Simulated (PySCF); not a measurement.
# Frontier orbitals and the lowest excitations

C₅H₉Si (charge +1).
SMILES with atom numbers: `[CH:1]#[C:2][CH2:3][Si+:4]([CH3:5])[CH3:6]` (hydrogens: H7 on C1; H8, H9 on C3; H10, H11, H12 on C5; H13, H14, H15 on C6)

Cartesian coordinates in Å at the PBE0-D3(BJ)/def2-SVP level; atoms count from 1:
```
atom  x, y, z in Å
C1     3.0172    1.0233   -0.1793
C2     2.1908    0.1405   -0.1587
C3     1.1706   -0.8868   -0.1339
Si4   -0.5547   -0.2257   -0.2660
C5    -0.7999    1.5700   -0.4639
C6    -1.9698   -1.3784   -0.1516
H7     3.7704    1.7933   -0.1934
H8     1.2123   -1.4995    0.7910
H9     1.2978   -1.6275   -0.9520
H10   -1.8010    1.8350   -0.8320
H11   -0.0123    1.9938   -1.1087
H12   -0.6597    2.0353    0.5322
H13   -2.6321   -1.0640    0.6757
H14   -2.5775   -1.3028   -1.0720
H15   -1.6682   -2.4242   -0.0004
```

Computed, not measured: TDDFT B3LYP/def2-SVPD, vertical, gas phase, core orbitals frozen in the response (PySCF).

Kohn–Sham orbitals with the atoms that hold most of them (Löwdin shares over 4%, at most four atoms; ? is withheld):

| orbital | ε (eV) | atoms |
| --- | --- | --- |
| LUMO+2 | -3.65 | C1 23%, C2 18%, C3 15%, Si4 12% |
| LUMO+1 | -5.05 | Si4 43%, C6 12%, C5 11%, C3 10% |
| LUMO | -7.70 | ? |
| HOMO | -11.62 | C1 40%, C2 39%, C3 8% |
| HOMO-1 | -11.73 | ? |
| HOMO-2 | -14.57 | C5 32%, Si4 22%, C6 22%, H15 5% |
| HOMO-3 | -14.98 | C3 26%, Si4 17%, C6 16%, C5 11% |

Task: Which atoms hold the HOMO-1, and with what shares?

Result: C2 (bonded to 2 C) 42%; C1 (bonded to C and H) 41%; C3 (bonded to C, Si and 2 H) 8%.

Task: Which atoms hold the LUMO, and with what shares?

Result: Si4 (bonded to 3 C) 50%; C6 (bonded to Si and 3 H) 12%; C5 (bonded to Si and 3 H) 12%; C3 (bonded to C, Si and 2 H) 12%. By element: silicon 50%, carbon 35% or more.

Task: How does S1 compare with the orbital gap of 3.92 eV?

Result: S1 is at 3.03 eV (f = 0.0006), 0.89 eV below the gap, made of HOMO→LUMO (100%). 

Task: One configuration dominates each of S1, S2, S3, S4 and S5. Which, and how do the shares of the two leading atoms of either orbital change from the occupied to the empty one?

Result: 
- S1 (3.03 eV, f 0.0006), HOMO→LUMO (100%): C1 40% → at most 12%, C2 39% → at most 12%, Si4 at most 4% → 50%, C6 at most 4% → 12%
- S2 (3.22 eV, f 0.0091), HOMO-1→LUMO (100%): C2 42% → at most 12%, C1 41% → at most 12%, Si4 at most 4% → 50%, C6 at most 4% → 12%
- S3 (5.55 eV, f 0.0001), HOMO-2→LUMO (100%): C5 32% → 12%, Si4 22% → 50%, C6 22% → 12%
- S4 (5.75 eV, f 0.026), HOMO→LUMO+1 (95%): C1 40% → at most 10%, C2 39% → at most 10%, Si4 at most 4% → 43%, C6 at most 4% → 12%
- S5 (5.79 eV, f 0.0013), HOMO-1→LUMO+1 (92%): C2 42% → at most 10%, C1 41% → at most 10%, Si4 at most 4% → 43%, C6 at most 4% → 12%

One conformer stands for the species.
